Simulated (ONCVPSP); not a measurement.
**What one change does to a pseudopotential (S, ONCV)**

- Element: S
- Generator: ONCVPSP 4.0.1
- Type: optimised norm-conserving Vanderbilt (ONCV)
- Functional: PW91
- Relativity: scalar-relativistic
- Frozen core: [Ne]
- Valence charge: 6
- Reference configuration: 3s2 3p4
- Partial waves: 3s: rc 1.20 bohr, ncon 5, nbas 9, qcut 6.8 1/bohr, 2 projectors, debl 3.8 Ha; 3p: rc 1.70 bohr, ncon 4, nbas 8, qcut 5.1 1/bohr, 3 projectors, debl 3.3 Ha; d scattering state at 0.1 Ha: rc 1.60 bohr, ncon 3, nbas 7, qcut 5.7 1/bohr, 2 projectors, debl 1.2 Ha
- Local potential: polynomial inside 0.90 bohr (lpopt 5, dvloc0 0 Ha)
- Core correction: Teter function, fcfact 4.25, rcfact 1.7

All-electron outer shells of the reference configuration (PW91, scalar-relativistic, ld1.x):

| shell | level (eV) | outermost node (bohr) | outermost maximum (bohr) |
| --- | --- | --- | --- |
| 2s | -211.79 | 0.13 | 0.39 |
| 2p | -156.71 | – | 0.33 |
| 3s | -17.30 | 0.60 | 1.40 |
| 3p | -7.06 | 0.58 | 1.61 |

Change: p: nproj 2.

Cutoffs: the cutoffs (Ha) at which the residual kinetic energy of the hardest occupied pseudo-wave falls to 1 and 0.1 mHa per electron; they do not see the model core or the augmentation charge, which bear on the density cutoff. Errors are all-electron minus pseudo energies relative to the spin-unpolarised reference configuration.

**Question.** Predict the effect on cutoff, ghosts and configuration errors.

**Answer.** The potential gets neither clearly harder nor softer (76 Ha and 150 Ha → 76 Ha and 150 Ha); both files keep a bound ghost (s); the errors of the 4 common tests hardly move.

| quantity | base | changed |
| --- | --- | --- |
| cutoff, loose | 76 Ha | 76 Ha |
| cutoff, tight | 150 Ha | 150 Ha |
| bound ghosts | s | s |
| GHOST(+) flags under 300 eV | none | none |
| error for 3s2 3p3, meV [ΔE 11.82 eV] | -1.0 | -0.9 |
| error for 3s2 3p2, meV [ΔE 34.17 eV] | -7.3 | -6.8 |
| error for 3s2 3p1, meV [ΔE 68.29 eV] | -39 | -38 |
| error for 3s2 3p0, meV [ΔE 115.19 eV] | -155 | -154 |
| s: phases at 1.22 bohr within 0.05 rad from the reference energy up to (Ha; the scan ends near 5) | to the end of the scan | to the end of the scan |
| p: phases at 1.72 bohr within 0.05 rad from the reference energy up to (Ha; the scan ends near 5) | to the end of the scan | 4.6 |
| d: phases at 1.62 bohr within 0.05 rad from the reference energy up to (Ha; the scan ends near 5) | 4.1 | 4.1 |
| rms error of d²Exc/dni dnj with the model core, mHa | 3.01 | 3.01 |

 A true bound ghost makes a file unfit for plane-wave use even where its test errors are small: the radial tests pick states by their node count and pass the ghost by.
